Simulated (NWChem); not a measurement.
Species: CH$_{6}$GeOSi; SMILES O=[C]([SiH3])[GeH3]

```xyz
10

O     -1.6571    -0.7259    -0.6550
C     -0.5235    -0.5980    -0.2597
Si     0.5964    -2.1332     0.1559
Ge     0.1839     1.2904    -0.0403
H      1.8204    -2.0502    -0.6992
H      1.0111    -2.0207     1.5882
H     -0.1388    -3.4065    -0.0878
H      1.6365     1.2972     0.4765
H     -0.7313     2.0225     0.9546
H      0.1116     1.9812    -1.4119
```
Atoms are numbered in this order, from 1.

Level: PBE0/def2-SVP (NWChem), optimised geometry, unscaled harmonic frequencies. 

```json
[
 {"frequency (cm⁻¹)": "29", "IR intensity (km/mol)": "0.1"},
 {"frequency (cm⁻¹)": "78", "IR intensity (km/mol)": "0.4"},
 {"frequency (cm⁻¹)": "130", "IR intensity (km/mol)": "0.0"},
 {"frequency (cm⁻¹)": "269", "IR intensity (km/mol)": "14.4"},
 {"frequency (cm⁻¹)": "295", "IR intensity (km/mol)": "13.2"},
 {"frequency (cm⁻¹)": "375", "IR intensity (km/mol)": "6.7"},
 {"frequency (cm⁻¹)": "457", "IR intensity (km/mol)": "16.8"},
 {"frequency (cm⁻¹)": "466", "IR intensity (km/mol)": "0.8"},
 {"frequency (cm⁻¹)": "623", "IR intensity (km/mol)": "48.9"},
 {"frequency (cm⁻¹)": "690", "IR intensity (km/mol)": "64.3"},
 {"frequency (cm⁻¹)": "789", "IR intensity (km/mol)": "324.8"},
 {"frequency (cm⁻¹)": "835", "IR intensity (km/mol)": "12.8"},
 {"frequency (cm⁻¹)": "879", "IR intensity (km/mol)": "75.0"},
 {"frequency (cm⁻¹)": "882", "IR intensity (km/mol)": "22.3"},
 {"frequency (cm⁻¹)": "910", "IR intensity (km/mol)": "62.2"},
 {"frequency (cm⁻¹)": "927", "IR intensity (km/mol)": "32.2"},
 {"frequency (cm⁻¹)": "931", "IR intensity (km/mol)": "39.7"},
 {"frequency (cm⁻¹)": "1783", "IR intensity (km/mol)": "138.3"},
 {"frequency (cm⁻¹)": "2145", "IR intensity (km/mol)": "68.5"},
 {"frequency (cm⁻¹)": "2165", "IR intensity (km/mol)": "97.1"},
 {"frequency (cm⁻¹)": "2171", "IR intensity (km/mol)": "94.0"},
 {"frequency (cm⁻¹)": "2225", "IR intensity (km/mol)": "40.0"},
 {"frequency (cm⁻¹)": "2234", "IR intensity (km/mol)": "87.1"},
 {"frequency (cm⁻¹)": "2261", "IR intensity (km/mol)": "96.8"}
]
```

```yaml
zero_point_energy: 35.1 kcal/mol
thermal correction to the enthalpy at 298.15 K (with zero-point energy): 40.4 kcal/mol
heat capacity Cv: 25.1 cal/(mol K)
entropy at 298.15 K and 1 atm (symmetry number 1): 88.3 cal/(mol K)
dipole_moment: 1.72 D
```

Rigid rotor and harmonic oscillator; modes under 100 cm⁻¹ make the entropy uncertain.
